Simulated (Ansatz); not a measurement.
Mulliken charges of C4H2F4 (`FC1=CC(F)C1(F)F`) from r2SCAN/def2-TZVPP in Ansatz (PBE0-D4/def2-TZVP geometry).

| atom | x (Å) | y (Å) | z (Å) | charge (e) |
| --- | --- | --- | --- | --- |
| F1 | -1.199 | -1.715 | 1.209 | -0.166 |
| C2 | -0.569 | -0.716 | 0.648 | 0.115 |
| C3 | -0.123 | 0.460 | 1.082 | -0.142 |
| C4 | 0.528 | 0.783 | -0.236 | 0.148 |
| F5 | 0.012 | 1.866 | -0.892 | -0.216 |
| C6 | -0.023 | -0.584 | -0.740 | 0.479 |
| F7 | -0.908 | -0.501 | -1.741 | -0.181 |
| F8 | 0.908 | -1.491 | -1.100 | -0.196 |
| H9 | -0.161 | 0.990 | 2.021 | 0.117 |
| H10 | 1.618 | 0.858 | -0.248 | 0.042 |

Q: By hand: the dipole of these point charges (1 e Å = 4.8032 D).

A: Σ q r = (0.251, 0.105, 0.280) e Å, of length 0.390 e Å = 1.87 D.

Q: How does the dipole of the full density compare? (Best estimate.)

A: Ansatz gave: (0.189, 0.103, 0.462) e Å, 2.45 D; the point charges give 0.76 times that, at 19° from its direction.

Point charges leave out the atoms' own dipoles, such as those of lone pairs, and Mulliken's split depends on the basis, so the two needn't agree.
